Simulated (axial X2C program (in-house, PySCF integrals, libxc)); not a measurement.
## Ionising SbBr

Calculated with an in-house relativistic program for diatomic molecules, spin-free (one-electron X2C) or two-component (2c: spin–orbit coupling with atomic mean-field Coulomb and Gaunt terms, which also bring small scalar terms), in Dyall basis sets with cores contracted in-house; open shells are unrestricted.

Basis sets: Br dyall-cv3z, Sb dyall-cv3z.

```
Hamiltonian  level      SbBr state  Re (Å)  ωe (cm⁻¹)  De (eV)
  spin-free     HF  M_S = 1, Λ = 0   2.509      258.8     1.43
  spin-free   PBE0  M_S = 1, Λ = 0   2.487      261.5     2.82
         2c   PBE0           Ω = 1   2.490      259.5     2.67
```

Adiabatic ionisation energy (minimum to minimum, no zero-point term) and constants of SbBr⁺:

```json
{"Hamiltonian": "spin-free", "level": "HF", "SbBr⁺ state": "M_S = 1/2, Λ = 1", "IE (eV)": "8.33", "Re (Å)": "2.377", "ωe (cm⁻¹)": "323.2", "De (eV)": "1.68", "fragments": "Sb+ + Br"}
{"Hamiltonian": "spin-free", "level": "PBE0", "SbBr⁺ state": "M_S = 1/2, Λ = 1", "IE (eV)": "8.46", "Re (Å)": "2.377", "ωe (cm⁻¹)": "316.8", "De (eV)": "3.41", "fragments": "Sb+ + Br"}
{"Hamiltonian": "2c", "level": "PBE0", "SbBr⁺ state": "Ω = 1/2", "IE (eV)": "8.21", "Re (Å)": "2.380", "ωe (cm⁻¹)": "314.5", "De (eV)": "n/a", "fragments": "Sb+ + Br"}
```

**Question.** Add the zero-point terms to the ionisation energy at PBE0, 2c, and say whether the electron removed was bonding.

**Answer.** IE0 = IE + (ωe⁺ − ωe)/2 = 8.21 + (0.003) = 8.21 eV. Re changes by -0.110 Å, but the two determinants differ by more than one electron in one block, so no single orbital tells the change.

Each entry is the lowest single determinant of a limited PBE0 search at one distance. De goes to single-determinant-based atoms at the same level (for ions the charge split of lowest energy) and is withheld (n/a) where an atom does not fit its ground term or J level. Main or longest-lived isotopes. One determinant is a doubtful description, or other states lie close, for SbBr, SbBr⁺; these need not be ground states, and all values refer to the states named. Some open-shell Ω = 0 determinants are out of reach, so the Ω given for SbBr need not be the lowest component. With several unpaired electrons the Ω given is that of one determinant, not necessarily of the lowest component. The functionals have no current term, which raises determinants with orbital currents.
